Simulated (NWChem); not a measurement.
System meant: SiICl2F; SMILES [Si](F)(I)(Cl)Cl

NWChem input:

```
start job
memory heap 200 mb stack 900 mb global 1100 mb
geometry units angstroms noautoz
  F      1.878820     1.120478     0.000000
  Si     0.277707     0.853898     0.000000
  Cl    -0.505693     1.733092    -1.678561
  Cl    -0.505693     1.733092     1.678561
  I     -0.107022    -1.543524     0.000000
end
basis spherical
  F library def2-svp
  Si library def2-svp
  Cl library def2-svp
  I library def2-svp
end
dft
  xc xpbe96 cpbe96
  iterations 150
  mulliken
end
task dft energy
```

End of the output:

```
             Grid Information
             ----------------
          Grid used for XC integration:  medium
          Radial quadrature: Mura-Knowles
          Angular quadrature: Lebedev.
          Tag              B.-S. Rad. Rad. Pts. Rad. Cut. Ang. Pts.
          ---              ---------- --------- --------- ---------
          F                   0.50       49          10.0       434
          Si                  1.10       88           9.0       590
          Cl                  1.00       88          10.0       590
          I                   1.40      123          10.0       590
          Grid pruning is: on
          Number of quadrature shells:   348
          Spatial weights used:  Erf1

          Convergence Information
          -----------------------
          Convergence aids based upon iterative change in
          total energy or number of iterations.
          Levelshifting, if invoked, occurs when the
          HOMO/LUMO gap drops below (HL_TOL):  1.00D-02
          DIIS, if invoked, will attempt to extrapolate
          using up to (NFOCK): 10 stored Fock matrices.

                    Damping( 0%)  Levelshifting(0.5)       DIIS
                  --------------- ------------------- ---------------
          dE  on:    start            ASAP                start
          dE off:    2 iters        150 iters           150 iters

      Screening Tolerance Information
      -------------------------------
          Density screening/tol_rho:  1.00D-10
          AO Gaussian exp screening on grid/accAOfunc:  14
          CD Gaussian exp screening on grid/accCDfunc:  20
          XC Gaussian exp screening on grid/accXCfunc:  20
          Schwarz screening/accCoul:  1.00D-08

      Superposition of Atomic Density Guess
      -------------------------------------

      charge =      53.0 I (Iodine)

      symmetry species            s     p     d     f
      number of basis functions =10     7     6
      number of cont. functions = 4     4     2
      number of closed shells   = 5     3     2
      number of open shells     = 0     1     0
      open shell occupation     = 0     5     0
 ------------------------------------------------------------------------
 atomscf:atomd: error in atom scf                   0
 ------------------------------------------------------------------------
 ------------------------------------------------------------------------
  current input line :
    21: task dft energy
 ------------------------------------------------------------------------
 ------------------------------------------------------------------------
 This error has not yet been assigned to a category
 ------------------------------------------------------------------------
 For more information see the NWChem manual at https://nwchemgit.github.io

0:atomscf:atomd: error in atom scf:Received an Error in Communication
```

What is wrong, and how is it mended?

The program stopped with an error. Cause: the def2 basis of a heavy element holds valence functions alone and wants its effective core potential (without it all electrons must fit into that basis). This input runs:
```
start job
memory heap 200 mb stack 900 mb global 1100 mb
geometry units angstroms noautoz
  F      1.878820     1.120478     0.000000
  Si     0.277707     0.853898     0.000000
  Cl    -0.505693     1.733092    -1.678561
  Cl    -0.505693     1.733092     1.678561
  I     -0.107022    -1.543524     0.000000
end
basis spherical
  * library def2-svp
end
ecp
  I library def2-ecp
end
dft
  xc xpbe96 cpbe96
  iterations 150
  mulliken
end
task dft energy
```
It converges to -1606.54506 Ha (PBE/def2-SVP with def2 effective core potentials on I).
